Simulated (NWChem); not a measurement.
Species: NiF$_{2}$, triplet; SMILES [Ni]([F])[F]

All runs: NWChem. Spin-unrestricted. This spin state was assumed; another may lie lower. No stability test was run on the SCF state. The level has its own optimisation; frequencies are unscaled.

What does the run give for B3LYP/3-21G? Quantities: r F–Ni (Å); highest harmonic frequency (cm⁻¹); lowest (cm⁻¹); zero-point energy (kcal/mol).


```yaml
r F–Ni (Å): 1.666
highest harmonic frequency (cm⁻¹): 908
lowest (cm⁻¹): 100
zero-point energy (kcal/mol): 2.6
```
